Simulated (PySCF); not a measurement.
**Diatomic cations of Li with group 15**

CCSD(T) with double-zeta basis sets in PySCF, for the lowest determinant that a PBE0 search found; no spin–orbit coupling. De refers to high-spin ground-configuration atoms (the charge goes to the atom of lower measured ionisation energy or higher electron affinity, which is not always the lowest computed limit).

| M | basis | reference, frozen orbitals | charged atom | state (unpaired electrons) | Re (Å) | ωe (cm⁻¹) | De (eV) |
| --- | --- | --- | --- | --- | --- | --- | --- |
| N | def2-SVP | UHF, 1 | Li+ | quartet (σ ↑, π ↑↑) | 2.281 | 246 | 0.22 |
| P | 6-31G(d,p) | UHF, 5 | Li+ | quartet (σ ↑, π ↑↑) | 2.655 | 274 | 0.42 |
| As | pcseg-1 | UHF, 9 | Li+ | quartet (σ ↑, π ↑↑) | 2.835 | 215 | 0.36 |
| Sb | def2-SVP | UHF, 4 | Li+ | quartet (σ ↑, π ↑↑) | 3.027 | 191 | 0.39 |
| Bi | cc-pVDZ/cc-pVDZ-PP | UHF, 4 | Li+ | quartet (σ ↑, π ↑↑) | 3.033 | 221 | n/a |

The shortest bond is that of LiN⁺ (2.281 Å), the longest that of LiBi⁺ (3.033 Å).

The rows differ in basis set, which adds steps of its own.

Down a group the atoms grow and get heavier, so bonds lengthen and wavenumbers fall; the exceptions here are the higher wavenumber at P, Bi. Relativity and the filled 4f shell contract the atoms of the sixth period.

Correlated steps freeze the inner cores (1 to 9 orbitals); shallow outer-core shells are correlated. Weak bonds: LiAs⁺, LiN⁺, LiP⁺, LiSb⁺. Basis-set superposition, not corrected here, can be much of De in a small basis, most of all at correlated wavefunction levels. Spin–orbit coupling is left out, which matters for elements this heavy, above all for dissociation energies. For an ion De counts to the pair picked by the measured ionisation energies or electron affinities, which need not be the lowest pair at this level. States were picked by a PBE0 search and need not be the measured ground states.
